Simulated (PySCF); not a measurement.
Atomic charges by several schemes

C5H13ClOSi2.
Z-matrix (Å and degrees, GFN2-xTB geometry), rows numbered from 1:
```
Si
O   1  1.6200
Si  2  1.6196  1  166.46
C   3  1.9026  2  108.51  1   -11.39
C   4  1.5332  3  114.31  2    55.92
C   5  1.5401  4  105.69  3  -156.47
C   6  1.5325  5  106.11  4    12.32
Cl  7  1.7950  6  110.29  5  -104.69
C   7  1.5232  6  105.29  5    13.35
H   1  1.4602  2  106.38  3  -105.45
H   1  1.4595  2  105.70  3   133.61
H   1  1.4660  2  108.49  3    14.16
H   3  1.4616  2  106.37  1   108.17
H   3  1.4612  2  105.68  1  -130.66
H   4  1.0941  3  109.93  2   178.05
H   5  1.0889  4  111.76  3    81.60
H   5  1.0914  4  109.76  3   -38.18
H   6  1.0892  5  111.39  4  -107.97
H   6  1.0905  5  111.17  4   131.89
H   7  1.0907  6  113.28  5   137.91
H   9  1.0925  4  110.12  3    49.03
H   9  1.0888  4  113.07  3   -72.69
```

Density: PBE0/pcSseg-1 (PySCF); schemes: Mulliken, IAO, Hirshfeld and ESP-fitted. One conformer (not necessarily the lowest) at the GFN2-xTB geometry, without solvent, vibrations or thermal averaging. GFN2-xTB frequencies show an imaginary mode (51i cm⁻¹), so this geometry is no minimum at that level.

Problem. Atoms with like bonding are taken together and averaged. Which atoms carry the lowest charge in the Mulliken, IAO, Hirshfeld and ESP-fitted schemes?

Solution. All schemes agree: Mulliken O2 (-0.723); IAO O2 (-0.890); Hirshfeld O2 (-0.300); ESP-fitted O2 (-0.347).

Problem. Which atoms carry the highest charge in the Mulliken, IAO, Hirshfeld and ESP-fitted schemes?

Solution. The schemes don't all agree: Mulliken Si3 (+0.952); IAO Si3 (+1.014); Hirshfeld Si3 (+0.407); ESP-fitted Si1 (+0.511).

Problem. For which atoms does the sign change between the 4 schemes (beyond +0.03 e in one, beyond −0.03 e in another)?

Solution. For none.

Problem. Give the atomic charges in each scheme.

Solution. In e; atoms taken as equivalent share a row and are averaged (×n: the atom named and its like, n in all):

```csv
atom,environment,Mulliken,IAO,Hirshfeld,ESP-fitted
Si1,oxygen-bound silicon,+0.716,+0.887,+0.394,+0.511
O2,siloxane oxygen,-0.723,-0.890,-0.300,-0.347
Si3,oxygen-bound silicon,+0.952,+1.014,+0.407,+0.393
C4,sp3 carbon bound to silicon,-0.565,-0.407,-0.120,-0.046
C5,ring CH2 carbon,-0.204,-0.257,-0.069,+0.020
C6,ring CH2 carbon,-0.119,-0.274,-0.074,-0.072
C7,sp3 C–Cl carbon,-0.286,-0.085,+0.016,-0.108
Cl8,alkyl chlorine,-0.132,-0.137,-0.073,-0.180
C9,ring CH2 carbon,-0.127,-0.259,-0.078,-0.085
H10/H11/H12,Si–H hydrogen,-0.122,-0.149,-0.080,-0.107
H13,Si–H hydrogen,-0.129,-0.151,-0.084,-0.106
H14,Si–H hydrogen,-0.130,-0.149,-0.084,-0.100
H15,methine hydrogen,+0.147,+0.144,+0.029,+0.055
H16,methylene hydrogen,+0.132,+0.144,+0.043,+0.019
H17,methylene hydrogen,+0.129,+0.124,+0.032,-0.005
H18,methylene hydrogen,+0.142,+0.155,+0.037,+0.058
H19,methylene hydrogen,+0.130,+0.144,+0.044,+0.056
H20,methine hydrogen,+0.154,+0.158,+0.045,+0.132
H21,methylene hydrogen,+0.134,+0.132,+0.040,+0.068
H22,methylene hydrogen,+0.146,+0.152,+0.039,+0.055
```

Mean size of the charges over all atoms: IAO 0.278 e, Mulliken 0.253 e, ESP-fitted 0.124 e, Hirshfeld 0.102 e. Each set sums to the total charge, 0, to within 0.001 e. The ESP scheme is a least-squares fit of atom-centred charges to the potential on four shells outside the van der Waals surface, with the total charge fixed.

Problem. How closely do the schemes follow one another over all atoms?

Solution. Correlation coefficient and root-mean-square difference: IAO with Hirshfeld 0.98, 0.241 e; Mulliken with IAO 0.98, 0.089 e; Hirshfeld with ESP-fitted 0.95, 0.057 e; Mulliken with Hirshfeld 0.95, 0.212 e; IAO with ESP-fitted 0.93, 0.232 e; Mulliken with ESP-fitted 0.90, 0.205 e.

Problem. How many electrons does the Mulliken scheme count on Cl8?

Solution. Z − q = 17 − (-0.132) = 17.132.

Problem. Sum the charges by element, for elements with more than one atom.

Solution. 
```
element  atoms  Mulliken     IAO  Hirshfeld  ESP-fitted
     Si      2    +1.668  +1.902     +0.801      +0.904
      C      5    -1.301  -1.282     -0.326      -0.291
      H     13    +0.488  +0.408     -0.102      -0.086
```
